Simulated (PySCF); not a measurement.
# B⁺: interval between two levels

B⁺ [He] 2s2 → B⁺ [He] 2s1 3d1 [3D3, M_J = 3], as a difference of total energies. Calculation: PySCF 2.14, in x2c-TZVPall-2c with one added diffuse shell each of s, p, d type (6s4p3d1f, 40 functions); the two-component X2C-1e Hamiltonian. Correlated levels: 1s2 frozen. "Screened" scales the spin-orbit matrix elements by Boettger's factors to mimic the two-electron term; Breit and QED terms are absent.

```
                    method  interval between two levels (cm⁻¹)
           GHF (spin-free)                              139280
          GMP2 (spin-free)                              146590
 GHF (screened spin-orbit)                              139280
GMP2 (screened spin-orbit)                              146590
```

The labels give the starting determinants; with spin-orbit coupling the two ends relaxed to ⟨J²⟩ = 0.00, ⟨L²⟩ = 0.00, ⟨S²⟩ = 0.00 and ⟨J²⟩ = 12.00, ⟨L²⟩ = 6.00, ⟨S²⟩ = 2.00.

The promoted electron is Rydberg-like, and one or two diffuse shells describe it only roughly, which tends to raise the upper state.
